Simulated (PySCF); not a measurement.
Computed vibrations of Er(SH)3

Er(SH)3 (singlet in the valence; each metal's 4f electrons, 11 of them, lie in its core potential, out of spins and levels). PySCF 2.14.0, RKS PBE0, Er lcecp-1-SVP with ECP57, S def2-SVP, H def2-SVP; non-relativistic Hamiltonian with scalar-relativistic core potentials where named; density fitting; no spin-orbit coupling. Central differences of gradients.

```xyz
7

Er    0.0000    0.0000   -0.2946
S     2.4446    0.0000    0.4537
H     2.1510    0.0000    1.7742
S    -1.2223    2.1170    0.4537
H    -1.0755    1.8628    1.7742
S    -1.2223   -2.1171    0.4537
H    -1.0755   -1.8629    1.7742
```

Run from Python with OMP_NUM_THREADS=2. Where DIIS fails, smearing, a level shift and second-order steps follow.
It took 52 s on 2 threads of Arm Neoverse V1, on a shared host.

**Question.** What are the harmonic wavenumbers and infrared intensities?

**Answer.** Modes are labelled in C3v; negative numbers are unstable modes, those under 60 cm⁻¹ near the noise; a finer grid moves soft modes by up to 10 cm⁻¹.
```tsv
cm⁻¹	km/mol	symmetry
-280	–	a2
-207	–	e
-207	–	e
62	20.4	a1
88	4.3	e
88	4.3	e
304	19.5	e
304	19.5	e
311	7.7	a1
347	69.4	e
347	69.4	e
381	23.8	a1
2704	2.6	e
2704	2.6	e
2705	0.0	a1
```

**Question.** Is this a minimum?

**Answer.** No: 3 unstable; the lowest moves the atoms so:
```
Er   0.00  0.00  0.00
S    0.00  0.02  0.00
H    0.00 -0.58  0.00
S   -0.01 -0.01  0.00
H    0.50  0.29  0.00
S    0.01 -0.01  0.00
H   -0.50  0.29  0.00
```

An lcecp potential fixes the number of 4f electrons, so in runs with it no electron can move into or out of that shell.
